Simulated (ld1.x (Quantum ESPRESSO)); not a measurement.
**germanium, ultrasoft: configuration errors across variants**

ld1.x (Quantum ESPRESSO) 7.5 input, shortened:

```
&input
   title='Ge', zed=32., rel=1, dft='PBE', iswitch=3,
   config='[Ar] 3d10 4s1 4p3'
 /
 &inputp
   pseudotype=3, tm=.true., lloc=-1, rcloc=1.80,
   nlcc=.false.,
   which_augfun='PSQ', rmatch_augfun=0.90
 /
6
4S  1  0   1.00   0.00  1.35  1.85  0.0
4S  1  0   0.00   3.15  1.35  1.85  0.0
4P  2  1   3.00   0.00  1.35  1.65  0.0
4P  2  1   0.00   1.60  1.35  1.65  0.0
3D  3  2  10.00   0.00  1.10  1.45  0.0
3D  3  2   0.00  -0.50  1.10  1.45  0.0
 &test
   configts(1)='3d10 4s1 4p3'
 /
```

All-electron excitation energies from the reference (eV): (1) 3d10 4s2 4p2 -7.972; (2) 3d10 4s2 4p1 -0.528; (3) 3d10 4s2 4p0 14.911.

3 further variants failed, have other tests or too few solved ones, and are left out.

Errors AE − PS in meV (a dash: test not solved or not reliable):

```csv
change,(1),(2),(3),bound ghosts
base,+4.2,+2.8,+4.3,none
"all radii scaled by about 1.12 (s 2.06, p 1.84, d 1.62 bohr, rcut 1.50/1.50/1.22); local potential all-electron potential smoothed inside 2.02 bohr (lloc = -1); augmentation PSQ, radius 1.00 bohr",+4.1,+2.9,+4.6,none
"all radii scaled by about 1.18 (s 2.18, p 1.96, d 1.72 bohr, rcut 1.60/1.60/1.30); local potential all-electron potential smoothed inside 2.14 bohr (lloc = -1); augmentation PSQ, radius 1.06 bohr",+4.0,+2.9,+4.9,none
"all radii scaled by about 1.31 (s 2.42, p 2.16, d 1.90 bohr, rcut 1.76/1.76/1.44); local potential all-electron potential smoothed inside 2.36 bohr (lloc = -1); augmentation PSQ, radius 1.18 bohr",+4.1,+3.0,+5.6,none
"all radii scaled by about 1.37 (s 2.52, p 2.26, d 1.98 bohr, rcut 1.84/1.84/1.50); local potential all-electron potential smoothed inside 2.46 bohr (lloc = -1); augmentation PSQ, radius 1.22 bohr",+3.3,+2.8,+6.6,none
```

(1) Give the same row for: all radii scaled by about 1.05 (s 1.94, p 1.72, d 1.52 bohr, rcut 1.42/1.42/1.16); local potential all-electron potential smoothed inside 1.88 bohr (lloc = -1); augmentation PSQ, radius 0.94 bohr.

Answers

(1) +4.1, +2.8, +4.3; bound ghosts: none.
